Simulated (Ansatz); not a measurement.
System: CH₅In, net charge 0, singlet state. 
Structure (B3LYP-D3(BJ)/def2-TZVP (Ansatz, a quantum-chemistry and plane-wave program) minimum search):
SMILES: [CH3][InH2]
```xyz
7

C     -1.8537     0.0738    -0.1101
In     0.3149    -0.0128     0.0174
H     -2.2707    -0.0185     0.8950
H     -2.1749     1.0304    -0.5212
H     -2.2451    -0.7372    -0.7220
H      1.2177     1.4046     0.4597
H      1.1632    -1.4946    -0.3029
```
Charge 0, spin multiplicity 1.

Property: vertical triplet-singlet gap (E(triplet) - E(singlet); each state is the SCF solution reached for its spin), in kJ/mol. Valence correlation only, unless marked. Open shells are spin-unrestricted. Spin-orbit coupling is left out. Frozen are the shells of the preceding noble gas and the d and f shells that filled before the atom's block. Past Kr the def2 sets carry scalar-relativistic core potentials. Basis-set limits of correlation are two-point, X^-3; Hartree-Fock from the larger set. [CCSD(T)-MP2]/basis is that difference in the basis named.

```json
[
 {"level": "HF/def2-SVPD", "program": "Ansatz", "vertical triplet-singlet gap (kJ/mol)": "409.1"},
 {"level": "HF/def2-TZVPPD", "program": "Ansatz", "vertical triplet-singlet gap (kJ/mol)": "397.3"},
 {"level": "HF/def2-QZVPPD", "program": "Ansatz", "vertical triplet-singlet gap (kJ/mol)": "396.4"},
 {"level": "PBE/def2-TZVPD", "program": "Ansatz", "vertical triplet-singlet gap (kJ/mol)": "401.5"},
 {"level": "r2SCAN/def2-TZVPD", "program": "Ansatz", "vertical triplet-singlet gap (kJ/mol)": "396.6"},
 {"level": "B3LYP/def2-TZVPD", "program": "Ansatz", "vertical triplet-singlet gap (kJ/mol)": "417.9"},
 {"level": "RI-MP2/def2-QZVPPD", "program": "Ansatz", "vertical triplet-singlet gap (kJ/mol)": "471.2"},
 {"level": "SCS-MP2/def2-TZVPPD", "program": "Ansatz", "vertical triplet-singlet gap (kJ/mol)": "473.1"},
 {"level": "CCSD/def2-TZVPPD", "program": "Ansatz", "vertical triplet-singlet gap (kJ/mol)": "444.0"},
 {"level": "CCSD/def2-QZVPPD", "program": "Ansatz", "vertical triplet-singlet gap (kJ/mol)": "445.8"},
 {"level": "CCSD/CBS(def2-TZVPPD,def2-QZVPPD)", "program": "Ansatz", "vertical triplet-singlet gap (kJ/mol)": "447.7"},
 {"level": "CCSD(T)/def2-SVPD", "program": "Ansatz", "vertical triplet-singlet gap (kJ/mol)": "442.5"},
 {"level": "RI-MP2/CBS(def2-TZVPPD,def2-QZVPPD)+[CCSD(T)-MP2]/def2-TZVPPD", "program": "Ansatz", "vertical triplet-singlet gap (kJ/mol)": "449.4"},
 {"level": "RI-MP2/CBS(def2-TZVPPD,def2-QZVPPD)+[CCSD(T)-MP2]/def2-QZVPPD", "program": "Ansatz", "vertical triplet-singlet gap (kJ/mol)": "448.8"},
 {"level": "CCSD(T)/CBS(def2-TZVPPD,def2-QZVPPD)", "program": "Ansatz", "vertical triplet-singlet gap (kJ/mol)": "448.3"}
]
```
